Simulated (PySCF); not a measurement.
Choosing a molecule for a target property.

All species are isolated and taken at one optimised geometry, non-relativistic unless stated; the electronic structure was computed with PySCF and density fitting.

The conformers computed, where there is a choice (atom-mapped SMILES and torsion angles):
- `[CH:1]#[C:2][Si:3]1([NH:4][CH3:5])[CH2:6][CH2:7]1`: C2–Si3–N4–C5 -69°
- `[CH3:1][C:2]1=[CH:3][CH:4]=[CH:5][Si@@H:6]1[NH2:7]`: H–N7–Si6–C5 166°, H–N7–Si6–C5 -50°
- `[O:1]=[C:2]([Cl:3])[c:4]1[cH:5][cH:6][cH:7][o:8]1`: O1–C2–C4–C5 0°
- `[CH3:1][O:2][CH2:3][c:4]1[cH:5][cH:6][cH:7][cH:8][cH:9]1`: C1–O2–C3–C4 70°, O2–C3–C4–C5 -142°

The conformers of `F[C@@]12C=C[C@@H](C1)[C@@H](Cl)C2` aren't listed.

Task: Wanted: lowest singlet excitation below 5 eV (TDDFT wB97X-D/def2-SVPD) and static isotropic polarisability above 89 au (wB97X-D/def2-SVPD), at PBE0-D3(BJ)/def2-SVP geometries. Which candidate meets both?
A. `CC1=CC=C[Si@@H]1N`
B. `O=C(Cl)C1=CC=CO1`
C. `C#C[Si]1(NC)CC1`
D. `F[C@@]12C=C[C@@H](C1)[C@@H](Cl)C2`

Result: A. Computed values:
```csv
species,lowest singlet excitation,static isotropic polarisability
CC1=CC=C[Si@@H]1N,4.13 eV,90.4 au
O=C(Cl)C1=CC=CO1,4.78 eV,79.9 au
C#C[Si]1(NC)CC1,5.51 eV,92.3 au
F[C@@]12C=C[C@@H](C1)[C@@H](Cl)C2,6.52 eV,87.5 au
```

Task: Wanted: electronic spatial extent ⟨r²⟩ about the centre of nuclear charge above 1200 bohr² (wB97X-D/def2-SVPD) and HOMO energy below -8.2 eV (wB97X-D/def2-SVPD), at PBE0-D3(BJ)/def2-SVP geometries. Which candidate meets both?
A. `c1c(cc(cc1F)F)F`
B. `COCc1ccccc1`
C. `CC1=CC=C[Si@@H]1N`
D. `C([Si]1(CC1)NC)#C`

Result: B. Computed values:
| species | electronic spatial extent ⟨r²⟩ about the centre of nuclear charge | HOMO energy |
| --- | --- | --- |
| CC1=CC=C[Si@@H]1N | 934 bohr² | -8.12 eV |
| C([Si]1(CC1)NC)#C | 1040 bohr² | -8.35 eV |
| c1c(cc(cc1F)F)F | 1130 bohr² | -9.52 eV |
| COCc1ccccc1 | 1305 bohr² | -8.92 eV |
